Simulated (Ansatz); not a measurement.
Gas-phase electronic energies from Ansatz, PBE0-D4/def2-TZVP geometries. CCSD(T)/CBS is the MP2 limit (def2-TZVPP, def2-QZVPP) plus CCSD(T) − MP2 in def2-TZVPP, frozen cores. This one scheme is used for every species. Functionals use def2-TZVPP. B3LYP here is the variant with VWN-RPA as its local correlation; programs differ in this. Elements past krypton have def2 core potentials. For Sn outer-core shells are correlated without core-valence functions, which leaves a few kJ/mol of doubt a bond. Each species was taken in one conformer, which may not be the lowest.

Reaction (substitution at a C–C bond): `CC[CH2][SnH3]` + HCl → `Cl[CH2][SnH3]` + `CC`

(1) Is it downhill or uphill in electronic energy at CCSD(T)/CBS, and by how much? (Best estimate.)

(2) What do these levels give: r2SCAN-D4, PBE0-D4, B3LYP-D4, ωB97X-V, PBE, HF/def2-TZVPP, MP2/def2-TZVPP, CCSD/def2-TZVPP, CCSD(T)/def2-TZVPP, HF/def2-QZVPP, HF/CBS(def2), CCSD/CBS(def2)? (Estimate.)

Largest T1 diagnostic among the species: 0.012.

Results:

(1) The calculation gave: Uphill: ΔE = +7.1 kcal/mol.

(2) Computed: r2SCAN-D4 5.8, PBE0-D4 6.3, B3LYP-D4 5.4, ωB97X-V 5.9, PBE 4.7, HF/def2-TZVPP 4.5, MP2/def2-TZVPP 8.1, CCSD/def2-TZVPP 7.7, CCSD(T)/def2-TZVPP 7.7, HF/def2-QZVPP 4.5, HF/CBS(def2) 4.5, CCSD/CBS(def2) 7.0 kcal/mol.

The D4 term adds +1.2 kcal/mol with B3LYP and +0.8 kcal/mol with PBE0; it sums over pairs of atoms, weighted by their polarisabilities, and B3LYP, whose exchange is more repulsive, gets the larger term. In def2-TZVPP, CCSD(T) changes the Hartree–Fock value by +3.3 kcal/mol (the triples alone add +0.1 kcal/mol) and MP2 by +3.6 kcal/mol. From PBE to PBE0 (25 % exact exchange), in def2-TZVPP and without D4, ΔE moves by +0.8 kcal/mol.
